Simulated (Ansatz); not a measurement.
The same ligand exchange along the group F, Cl, Br.

Computed with Ansatz on PBE0-D4/def2-TZVP structures; ΔE is electronic, products minus reactants. CCSD(T)/CBS adds triple-zeta CCSD(T) − MP2 to the extrapolated MP2 energy (def2 sets, frozen cores). This one scheme is used for every species. DFT in def2-TZVPP. def2 core potentials past Kr. For Br, In outer-core shells are correlated without core-valence functions, which leaves a few kJ/mol of doubt a bond. Scalar relativity is left out up to krypton. Each species was taken in one conformer, which may not be the lowest.

| reaction | CCSD/CBS(def2) (kJ/mol) | ωB97M-V (kJ/mol) | CCSD(T)/CBS(def2) (kJ/mol) |
| --- | --- | --- | --- |
| `[F][In]([F])[F]` + NH₃ → `[NH2][In]([F])[F]` + H–F | 20 | 27 | 19 |
| `[Cl][In]([Cl])[Cl]` + NH₃ → `[NH2][In]([Cl])[Cl]` + HCl | 93 | 96 | 91 |
| `[Br][In]([Br])[Br]` + NH₃ → `[NH2][In]([Br])[Br]` + HBr | 117 | 116 | 115 |

Largest T1 diagnostic: 0.018, for `[F][In]([F])[F]`.
